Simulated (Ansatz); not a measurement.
`[OH][SnH2][AlH2]` and `[OH][SnH2][SH]` differ in one atom or group.

Ansatz, PBE0-D4/def2-TZVP geometries, multiplicity 1. Each molecule was computed in one conformer, which needn't be the lowest.

Elements past krypton have def2 core potentials.

| property | `[OH][SnH2][AlH2]` |
| --- | --- |
| ideal-gas entropy at 298 K and 1 bar (rigid rotor, harmonic PBE0-D4/def2-TZVP) / J/(mol·K) | 358 |
| zero-point energy (PBE0-D4/def2-TZVP) / kJ/mol | 104.2 |
| LUMO energy (PBE/def2-TZVPP) / eV | -3.12 |
| size of the dipole moment (B3LYP/def2-TZVPP) / D | 2.30 |
| HOMO–LUMO gap (ωB97M-V/def2-TZVPP) / eV | 8.47 |
| HOMO–LUMO gap (PBE/def2-TZVPP) / eV | 2.90 |

What does the change do to each property? (An estimate is asked.)

Ansatz gave: 
```
                                                                                  property  `[OH][SnH2][SH]`  shift
ideal-gas entropy at 298 K and 1 bar (rigid rotor, harmonic PBE0-D4/def2-TZVP) / J/(mol·K)               332    -26
                                            zero-point energy (PBE0-D4/def2-TZVP) / kJ/mol              94.6   -9.6
                                                         LUMO energy (PBE/def2-TZVPP) / eV             -1.55   1.57
                                          size of the dipole moment (B3LYP/def2-TZVPP) / D              0.62  -1.68
                                                   HOMO–LUMO gap (ωB97M-V/def2-TZVPP) / eV             10.86   2.39
                                                       HOMO–LUMO gap (PBE/def2-TZVPP) / eV              4.76   1.86
```

With PBE0 the HOMO falls by 0.34 eV and the LUMO rises by 1.75 eV, so the gap widens by about 2.09 eV. PBE moves the HOMO by -0.30 eV and ωB97M-V by -0.54 eV. The zero-point energy changes by -9.6 kJ/mol with -3 modes. Dipoles are sizes alone; their direction can turn. Modes under 60 cm⁻¹, often nearly free rotors, make the harmonic entropy too high.

B3LYP here is the variant with VWN-RPA as its local correlation; programs differ in this.
